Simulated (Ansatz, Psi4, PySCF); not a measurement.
BrSn (SMILES [Br][Sn]), doublet, at a GFN2-xTB geometry (such geometries of metal compounds can be far from the true shape) (the spin is typed, not shown lowest) (all electrons, no relativity). Base run: B3LYP5/STO-3G in PySCF.

PySCF was given this input:
```python
from pyscf import gto, scf, dft

mol = gto.Mole()
mol.atom = '''
    Sn   -0.000000   -0.000000   -1.039530
    Br    0.000000    0.000000    1.485043
'''
mol.basis = 'sto-3g'
mol.charge = 0
mol.spin = 1
mol.verbose = 4
mol.build()

mf = dft.UKS(mol)
mf.xc = 'b3lyp5'
mf.kernel()
```

The same geometry, method and basis name were run in Ansatz (a program for electronic structure) and Psi4 and PySCF, at each program's defaults and at the settings that a row names. The base is PySCF at its defaults. Differences at the defaults can come from grids, fitting, cores and function types together.

```tsv
code and settings	ΔE vs base (µEh)	basis functions	E (Eh)	SCF cycles	dipole (D)
PySCF, defaults (exact integrals, its default grid, spherical functions)	0.0	45	-8510.94507	8	1.82
Ansatz, defaults (factorised integrals, its default grid, spherical functions)	12.5	45	-8510.94505	-	-
PySCF, fine grid	12.2	45	-8510.94505	8	1.82
Psi4, exact integrals, spherical functions, fine grid	28.6	45	-8510.94504	10	1.82
Ansatz, high accuracy	11.7	45	-8510.94505	-	-
```

Open shells are given as the SCF converged; they aren't shown to be the lowest states, and a large step between rows can be another state.
